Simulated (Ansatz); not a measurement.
Stepwise reaction of `N[SiH](N)Cl` with hydrogen fluoride, as a gas-phase model of exchange steps in deposition or etching. ΔE in kJ/mol; ΔG adds harmonic PBE0-D4 terms to CCSD(T)/CBS, at 1 bar.

Calculated with Ansatz (gas phase, PBE0-D4/def2-TZVP geometries, no zero-point term in ΔE). CCSD(T)/CBS is the MP2 limit (def2-TZVPP, def2-QZVPP) plus CCSD(T) − MP2 in def2-TZVPP, frozen cores. This one scheme is used for every species. DFT in def2-TZVPP. B3LYP here is the variant with VWN-RPA as its local correlation; programs differ in this. Each species was taken in one conformer, which may not be the lowest.

```
step                                   reaction  PBE-D4  B3LYP-D4  ωB97M-V  CCSD(T)/CBS  ΔG(500 K)
   1  `N[SiH](N)Cl` + H–F → `N[SiH](F)Cl` + NH₃   -77.9     -83.3    -83.3        -79.5      -81.6
   2  `N[SiH](F)Cl` + H–F → `F[SiH](F)Cl` + NH₃   -74.6     -79.3    -78.5        -77.2      -73.3
```

Question: By hand: ΔE of the 2 steps together at CCSD(T)/CBS.

Answer: (-79.5) + (-77.2) = -156.7 kJ/mol, or -78.3 kJ/mol a step.

In ΔE the steps differ by no more than 2.3 kJ/mol. All are downhill at CCSD(T)/CBS. ΔG lies between -81.6 and -73.3 kJ/mol a step. PBE-D4 differs from CCSD(T)/CBS by 1.6 to 2.6 kJ/mol a step. Isolated molecules leave out the surface, adducts and barriers. Largest T1 diagnostic: 0.011.
